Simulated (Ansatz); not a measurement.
Basis-set series for CH$_{6}$BCl$_{2}$P (`C[B-]([PH3+])(Cl)Cl`). Total charge 0; spin multiplicity 1. Geometry: relaxed with PBE0-D4/def2-TZVP. It is one conformer, not always the lowest.

```csv
functional,basis,functions,energy (Eh),HOMO (eV),LUMO (eV)
PBE0-D4,def2-SVP,112,-1327.45367,-7.57,0.20
PBE0-D4,def2-QZVPP,504,-1327.99859,-7.82,-0.36
ωB97M-V,def2-SVP,112,-1327.84582,-9.75,2.15
ωB97M-V,def2-QZVPP,504,-1328.39086,-10.04,1.08
```

Q: Give the rows for def2-TZVPP. (Estimate.)

A: Computed: 
| functional | basis | functions | energy (Eh) | HOMO (eV) | LUMO (eV) |
| --- | --- | --- | --- | --- | --- |
| PBE0-D4 | def2-TZVPP | 272 | -1327.95678 | -7.78 | -0.24 |
| ωB97M-V | def2-TZVPP | 272 | -1328.35107 | -10.00 | 1.57 |

Positive LUMOs are unbound and depend on the basis.
